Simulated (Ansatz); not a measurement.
Cl2HNbOS, SMILES `[OH][Nb](=[S])([Cl])[Cl]`. Total charge 0; spin multiplicity 1. Correlated methods include outer-core shells of Nb, which these sets cover unevenly. Nb takes the def2 core potential.

```csv
atom,x (Å),y (Å),z (Å)
O1,0.088,0.039,-1.505
Nb2,-0.162,-0.030,0.338
S3,1.727,0.241,1.274
Cl4,-1.550,1.652,0.993
Cl5,-0.985,-2.069,0.931
H6,0.882,0.168,-2.030
```

Q: Give the diagnostics of a CCSD(T)/def2-TZVPP run (frozen core, the Gaussian-basis code of Ansatz). (Estimate.)

A: Computed: T1 = 0.0224, largest single amplitude 0.053, largest double 0.056, (T) share of the correlation energy 5.6 %, 14 CCSD cycles. The RHF solution is stable towards an unrestricted one. T1 lies over the customary mark of 0.02 for closed shells; compounds of d metals often pass it without a breakdown.
